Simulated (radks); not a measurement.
Task: Species: Se3+. Configuration: [Ar] 3d10 4s2 4p1. Calculated with a radial shooting solver on a logarithmic mesh with Libxc functionals: Dirac Kohn-Sham, LDA (Slater exchange, VWN5 correlation), spin-unpolarised, spherical densities, point nucleus; open shells fill j = l - 1/2 first. Some entries of the table are withheld. Estimate them.

| orbital | occ. | eigenvalue (eV) | <1/r> (bohr^-1) | <r> (bohr) |
|---|---|---|---|---|
| 1s1/2 | 2 | -12516.76 | 34.52 | 0.04414 |
| 2s1/2 | 2 | -1640.698 | 7.673 | 0.1960 |
| 2p1/2 | 2 | -1477.165 | 7.646 | 0.1686 |
| 2p3/2 | 4 | -1435.478 | 7.410 | 0.1724 |
| 3s1/2 | 2 | -249.0065 | 2.498 | 0.5747 |
| 3p1/2 | 2 | (1) | 2.380 | 0.5825 |
| 3p3/2 | 4 | (2) | 2.323 | 0.5931 |
| 3d3/2 | 4 | -90.1884 | 2.048 | 0.6243 |
| 3d5/2 | 6 | -89.2855 | 2.033 | 0.6285 |
| 4s1/2 | 2 | (3) | (4) | 1.636 |
| 4p1/2 | 1 | -37.1030 | 0.7071 | 1.857 |
| 4p3/2 | 0 | -36.4956 | 0.6958 | 1.883 |

Result: 
(1) 3p1/2 eigenvalue (eV): -193.0345
(2) 3p3/2 eigenvalue (eV): -187.1399
(3) 4s1/2 eigenvalue (eV): -49.6187
(4) 4s1/2 <1/r> (bohr^-1): 0.8128
